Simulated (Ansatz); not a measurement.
Energy landscape of AlF4 (anion, charge -1), singlet: flattening of a tetrahedron along the D2d path, bond length relaxed. Scanned: the two opposite F-Al-F angles (109.47 = tetrahedral, 180 = square planar). Other coordinates (Al-F bond length) were minimised at PBE0/def2-TZVP.

The free coordinates were minimised at PBE0/def2-TZVP in PySCF; the energy column is CCSD(T) on RHF/aug-cc-pVTZ, frozen core (Ansatz, a program for electronic structure), in kJ/mol.

```json
[
 {"a / °": "90", "Al-F bond length / Å": "1.699", "E": "54.2"},
 {"a / °": "96.50", "Al-F bond length / Å": "1.693", "E": "22.0"},
 {"a / °": "101.50", "Al-F bond length / Å": "1.691", "E": "7.8"},
 {"a / °": "106.34", "Al-F bond length / Å": "1.689", "E": "1.2"},
 {"a / °": "109.47", "Al-F bond length / Å": "1.689", "E": "0.0"},
 {"a / °": "116.50", "Al-F bond length / Å": "1.690", "E": "5.3"},
 {"a / °": "123", "Al-F bond length / Å": "1.691", "E": "18.1"},
 {"a / °": "133", "Al-F bond length / Å": "1.697", "E": "48.6"},
 {"a / °": "143", "Al-F bond length / Å": "1.704", "E": "86.1"},
 {"a / °": "153", "Al-F bond length / Å": "1.711", "E": "124.3"},
 {"a / °": "163", "Al-F bond length / Å": "1.717", "E": "157.0"},
 {"a / °": "173", "Al-F bond length / Å": "1.721", "E": "177.8"},
 {"a / °": "180", "Al-F bond length / Å": "1.722", "E": "182.4"}
]
```
